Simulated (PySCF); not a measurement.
Calculated molecular-ion clusters (M+•, centroid m/z and relative intensity) of several compounds:

1. 154.0342 (100.0), 155.0376 (8.7), 156.0410 (0.3)
2. 134.0726 (100.0), 135.0760 (9.9), 136.0786 (0.6)
3. 179.0069 (100.0), 180.0068 (23.0), 181.0042 (15.7), 182.0040 (2.6), 183.0015 (0.9)
4. 109.9685 (100.0), 110.9719 (3.3), 111.9655 (64.0), 112.9689 (2.1), 113.9626 (10.2), 114.9660 (0.3)

Lines and terms under 0.3 % are left out. Candidates, as SMILES:
A. `Cc1cccc(/P=C\F)c1`
B. `C=C(Cl)CCl`
C. `COc1cccc2c1CC2`
D. `C[SiH2][Si@H](N[SiH3])[SiH2]C=O`

Task: Match clusters and compounds, and give each formula.

Result: 
1 = A, C8H8FP, monoisotopic mass of the neutral 154.0348 u; relative to that species, one 13C gives 8.7 % at +1.
2 = C, C9H10O, monoisotopic mass of the neutral 134.0732 u; relative to that species, one 13C gives 9.7 % at +1.
3 = D, C2H13NOSi4, monoisotopic mass of the neutral 179.0074 u; relative to that species, one 29Si gives 20.3 % at +1, one 13C gives 2.2 % at +1, one 15N gives 0.4 % at +1 and one 30Si gives 13.4 % at +2.
4 = B, C3H4Cl2, monoisotopic mass of the neutral 109.9690 u; relative to that species, one 13C gives 3.2 % at +1 and one 37Cl gives 63.9 % at +2.

Task: Weight all lines of cluster 4 by their intensities. What mean results?

Result: 110.968 u over all lines, faint ones too (the ion lacks one electron, 0.0005 u); standard atomic weights give 110.965 g/mol for C3H4Cl2.

Task: Give the exact less the nominal mass of each, in mDa.

Result: C8H8FP +34.8, C3H4Cl2 -31.0, C9H10O +73.2, C2H13NOSi4 +7.4 (neutral, monoisotopic).

Abundances used (%; other tables differ somewhat): 12C 98.93, 13C 1.07; 1H 99.9885, 2H 0.0115; 16O 99.757, 17O 0.038, 18O 0.205; 28Si 92.2297, 29Si 4.6832, 30Si 3.0872; 14N 99.632, 15N 0.368; 35Cl 75.78, 37Cl 24.22.

A cluster can't tell isomers apart.
